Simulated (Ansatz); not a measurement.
`[OH][GaH][F]` + `[NH2][InH2]` → `[OH][GaH][NH][InH2]` + H–F at 298.15 K and 1 bar (ligand exchange at a Ga–F bond).

Gas-phase electronic energies from Ansatz, PBE0-D4/def2-TZVP geometries. CCSD(T)/CBS adds triple-zeta CCSD(T) − MP2 to the extrapolated MP2 energy (def2 sets, frozen cores). This one scheme is used for every species. def2 core potentials past Kr. For Ga, In outer-core shells are correlated without core-valence functions, which leaves a few kJ/mol of doubt a bond. Scalar relativity is left out up to krypton. One conformer a species, not always the lowest.

```csv
species,CCSD(T)/CBS energy (Eh),H − E (kJ/mol),S (J/(mol·K))
`[OH][GaH][F]`,-2100.17635,72.9,288.6
`[NH2][InH2]`,-246.90424,110.5,281.1
`[OH][GaH][NH][InH2]`,-2246.67596,148.9,377.3
H–F,-100.39570,33.5,173.6
```

H − E and S are ideal-gas, rigid-rotor, harmonic terms from PBE0-D4/def2-TZVP, for one conformer and one mirror image of each species. 1 Eh = 2625.50 kJ/mol, R = 8.31446 J/(mol·K).

By hand: ΔE, ΔH, ΔS and ΔG.

ΔE = (-2246.67596) + (-100.39570) − (-2100.17635) − (-246.90424) = 0.00893 Eh = 23.4 kJ/mol. Δ(H − E) = 148.9 + 33.5 − 72.9 − 110.5 = -1.0, so ΔH = 22.4 kJ/mol. ΔS = 377.3 + 173.6 − 288.6 − 281.1 = -18.8 J/(mol·K). ΔG = 22.4 − 298.15 × (-18.8)/1000 = 28.0 kJ/mol.

By hand: the equilibrium constant, and the temperature at which ΔG would vanish if ΔH and ΔS stayed fixed.

log₁₀ K = −ΔG/(RT ln 10) = -4.9. ΔH and −TΔS have one sign here, so there is no such temperature.

ΔH outweighs TΔS. A doubt of 5 kJ/mol in ΔE shifts log₁₀ K by 0.9 here. Other conformers and mirror images would add mixing entropy, several J/(mol·K) or more a flexible species. Modes under 60 cm⁻¹, often nearly free rotors, make the harmonic entropy too high. These are equilibria of isolated gas molecules and say nothing of rates. Largest T1 diagnostic: 0.016 (customary marks: 0.02 for closed shells, 0.045 for open ones).
